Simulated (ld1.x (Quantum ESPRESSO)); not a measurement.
# Which change was made? (Pd, TM)

- Element: palladium
- Generator: ld1.x (Quantum ESPRESSO) 7.5
- Type: norm-conserving Troullier–Martins (Kleinman–Bylander form)
- Functional: revPBE
- Relativity: scalar-relativistic
- Frozen core: [Ar] 3d10
- Valence charge: 18
- Reference configuration: 4s2 4p6 4d9 5s1 5p0
- Partial waves: 4s (bound): rc 0.95 bohr; 4d (bound): rc 1.15 bohr; 4p (bound): rc 1.55 bohr
- Local potential: the p channel
- Core correction: none

Occupied shells without a wave of their own: 5s. They enter only through the test configuration that unscreens the potential.

Cutoffs, loose and tight: the cutoffs (Ry, on a coarse ladder) from which the occupation-weighted sum of valence levels, in a spherical-Bessel basis at the reference potential, stays within 10 and 1 mRy of its value at 400 Ry. They do not see the model core or the augmentation charge, which bear on the density cutoff. Test errors are all-electron minus pseudo excitation energies from the reference, over the configurations 4s2 4p6 4d10 5s0 5p0; 4s2 4p6 4d9 5s0 5p0; 4s2 4p6 4d8 5s0 5p0; 4s2 4p6 4d9.5 5s0 5p0; 4s2 4p6 4d9 5s0 5p1; 4s1 4p6 4d10 5s0 5p0; 4s2 4p5 4d10 5s0 5p0; variants that change the core or the reference have their own tests.

The base gives: outcome: generated, misses its reference levels by 0.18 eV; cutoff, loose: 140 Ry; cutoff, tight: 260 Ry; bound ghosts: none; largest test error (meV): -362.

(1) After one change the result is: outcome: generated, misses its reference levels by 0.34 eV; cutoff, loose: 90 Ry; cutoff, tight: 160 Ry; bound ghosts: none; largest test error (meV): -684. Which change was it?
A. wave 4s (bound): rc 0.95 bohr becomes 4s (bound): rc 1.30 bohr
B. all radii scaled by about 1.17 (s 1.10, p 1.82, d 1.34 bohr)
C. core [Ar] 3d10 4s2, valence charge 16; reference 4p6 4d9 5s0 5p0; waves now 4p (bound): rc 1.15 bohr; 4d (bound): rc 1.40 bohr; 5s (bound): rc 2.25 bohr; local potential the s channel; core correction Bessel-smoothed model core, default radius (core density twice the valence density)
D. wave 4d (bound): rc 1.15 bohr becomes 4d (bound): rc 0.80 bohr
E. reference 4s2 4p6 4d10 5s0 5p0

## Answers

(1) A. The others give: core [Ar] 3d10 4s2, valence charge 16; reference 4p6 4d9 5s0 5p0; waves now 4p (bound): rc 1.15 bohr; 4d (bound): rc 1.40 bohr; 5s (bound): rc 2.25 bohr; local potential the s channel; core correction Bessel-smoothed model core, default radius (core density twice the valence density) → outcome: generated; cutoff, loose: 120 Ry; cutoff, tight: 160 Ry; bound ghosts: none; largest test error (meV): -474 | reference 4s2 4p6 4d10 5s0 5p0 → outcome: generated; cutoff, loose: 140 Ry; cutoff, tight: 260 Ry; bound ghosts: none; largest test error (meV): +185 | all radii scaled by about 1.17 (s 1.10, p 1.82, d 1.34 bohr) → outcome: generated, misses its reference levels by 0.28 eV; cutoff, loose: 120 Ry; cutoff, tight: 200 Ry; bound ghosts: none; largest test error (meV): -542 | wave 4d (bound): rc 1.15 bohr becomes 4d (bound): rc 0.80 bohr → outcome: generated, misses its reference levels by 0.18 eV; cutoff, loose: 300 Ry; cutoff, tight: over 300 Ry; bound ghosts: none; largest test error (meV): -354.
